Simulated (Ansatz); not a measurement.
Relaxation of FGaH2OS (6 atoms, charge 0, multiplicity 1), to a largest force component of 0.015 eV/Å in at most 40 steps.

Method: Ansatz 0.2.0, RKS PBE-D4/def2-SVP.

```xyz
6
Properties=species:S:1:pos:R:3:forces:R:3
O 0.853 -0.537 -1.270 -0.07 3.74 -2.74
Ga 0.579 -0.412 0.490 -84.35 281.50 -349.90
F 0.739 -0.946 1.147 87.48 -284.30 352.25
S -1.563 0.084 0.869 -3.48 0.95 0.23
H 0.651 0.412 -1.655 0.37 -2.50 0.28
H -1.642 -1.230 1.320 0.05 0.61 -0.13
```

Task: Where does it end, and by what steps?

Result: The run converged. After 12 steps the energy has fallen by 90.094 eV; F3 moved furthest, 0.70 Å. The start is strongly strained (largest force component 352 eV/Å).

```json
{"step": "0", "energy less start (eV)": "0.0000", "largest force component (eV/Å)": "352.248", "accepted": "yes"}
{"step": "1", "energy less start (eV)": "-77.8959", "largest force component (eV/Å)": "51.359", "accepted": "yes"}
{"step": "2", "energy less start (eV)": "-84.9722", "largest force component (eV/Å)": "24.993", "accepted": "yes"}
{"step": "3", "energy less start (eV)": "-88.6248", "largest force component (eV/Å)": "8.862", "accepted": "yes"}
{"step": "4", "energy less start (eV)": "-89.7060", "largest force component (eV/Å)": "2.487", "accepted": "yes"}
{"step": "5", "energy less start (eV)": "-89.9618", "largest force component (eV/Å)": "0.436", "accepted": "yes"}
{"step": "6", "energy less start (eV)": "-90.0318", "largest force component (eV/Å)": "0.434", "accepted": "yes"}
{"step": "7", "energy less start (eV)": "-90.0663", "largest force component (eV/Å)": "0.544", "accepted": "yes"}
{"step": "8", "energy less start (eV)": "-90.0781", "largest force component (eV/Å)": "0.270", "accepted": "yes"}
{"step": "9", "energy less start (eV)": "-90.0836", "largest force component (eV/Å)": "0.262", "accepted": "yes"}
{"step": "10", "energy less start (eV)": "-90.0908", "largest force component (eV/Å)": "0.119", "accepted": "yes"}
{"step": "11", "energy less start (eV)": "-90.0936", "largest force component (eV/Å)": "0.029", "accepted": "yes"}
{"step": "12", "energy less start (eV)": "-90.0939", "largest force component (eV/Å)": "0.007", "accepted": "yes"}
```

```xyz
6
Properties=species:S:1:pos:R:3
O 1.191 -0.071 -1.248
Ga 0.259 -0.549 0.203
F 1.191 -1.399 1.434
S -1.880 -0.190 0.601
H 0.632 0.393 -1.899
H -1.776 -0.812 1.811
```

Time of the run: 38 s on 1 thread of Arm Neoverse V1, on a shared host, peak memory 0.14 GiB.
